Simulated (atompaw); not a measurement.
# u(r) = r·R(r): atom against pseudo-atom (Se (Z = 34))

Columns: radius, all-electron u(r) and pseudo u(r) of the 4s shell (level -17.48 eV) of selenium in the configuration [Ar] 3d10 4s2 4p4; LDA (PW92), scalar-relativistic, PAW (atompaw) scheme, atompaw 4.2.0.5.

```csv
r (bohr),all-electron,pseudo
0.071,0.0832,0.0539
0.142,0.2499,0.1079
0.213,0.0697,0.1619
0.285,-0.1840,0.2167
0.356,-0.3528,0.2707
0.427,-0.4083,0.3245
0.498,-0.3694,0.3780
0.569,-0.2673,0.4309
0.640,-0.1305,0.4828
0.712,0.0218,0.5339
0.783,0.1708,0.5825
0.854,0.3096,0.6286
0.925,0.4333,0.6716
0.996,0.5394,0.7110
1.067,0.6274,0.7461
1.138,0.6980,0.7764
1.210,0.7528,0.8016
1.281,0.7920,0.8207
1.352,0.8182,0.8338
1.423,0.8331,0.8407
1.494,0.8382,0.8415
1.565,0.8352,0.8364
1.637,0.8253,0.8255
1.708,0.8099,0.8099
1.779,0.7901,0.7901
1.850,0.7668,0.7668
```

Task: How many radial nodes do the two functions have?

Result: The all-electron 4s function has n − l − 1 = 3 (the table is too coarse to show those close to the nucleus); the pseudo-wave has 0, since the states of the same l below it are removed with the core.

Task: Is the pseudo-wave norm-conserving?

Result: No, it belongs to a PAW set: the norm inside the radius is not constrained, and the difference is carried by the augmentation charge.
